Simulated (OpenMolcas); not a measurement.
V2+ (d3) on a cation site of an ionic host was computed by SS-CASPT2, IPEA 0.25 Eh, imaginary shift 0.1 Eh with the d shell active (OpenMolcas, ANO-RCC-VTZP on the metal). Its lowest spin-free states, and all those of the highest spin:

| 2S+1 | Degeneracy | E (cm-1) |
| --- | --- | --- |
| 4 | 1 | 0 |
| 2 | 2 | 11560 |
| 2 | 3 | 12230 |
| 4 | 3 | 16360 |
| 2 | 3 | 17540 |
| 4 | 3 | 22770 |
| 2 | 1 | 24670 |
| 2 | 3 | 28670 |
| 2 | 3 | 28750 |
| 2 | 2 | 29010 |
| 2 | 3 | 33740 |
| 4 | 3 | 35120 |

Question: Is the site octahedral, tetrahedral or cube-like, axial, or of lower symmetry?

Answer: The states with 2S+1 = 4 have orbital degeneracies 1, 3, 3, 3. Threefold states need a cubic site. For d3 at this spin an octahedron puts the single A2 below the threefold T2 and a tetrahedron or cube puts the threefold T1 below the threefold T2, so the site is octahedral. The first gap at this spin, 16400 cm-1, is |10Dq| in ligand-field theory. The run had V2+ with its 6 nearest oxide ions at 2.147 Å, on the Mg site of MgO (a = 4.2112 Å, distance in the model lattice 2.106 Å). The rest of the host is ab initio model potentials to 7.6 Å, with orthogonalisation functions on the cations behind the ligands, and point charges beyond; the distance is set by hand and nothing relaxes. Ligand basis ANO-RCC-VDZP.

Roots that are degenerate in the reference are averaged as groups; the widest CASPT2 spread within a group is 230 cm-1 (the 3-fold group of multiplicity 2 near 68000 cm-1 above the lowest state of its run). Shifts and gaps below about the spread of the groups concerned are not significant. Over all roots computed the reference weight is 0.71 to 0.72; a low but even weight reflects the number of correlated electrons. Ligand-to-metal charge-transfer states are missing. With no ligand orbital active B as a rule stays too high, so bands that hang on it stand too high and its fall with covalency is understated. With one d shell and no ligand orbital active, 10Dq can be off by tens of per cent for divalent 3d ions, low with halides held by bare charges and at times high in hosts. No measured value stands beside these numbers; the geometry was set by hand and not optimised.
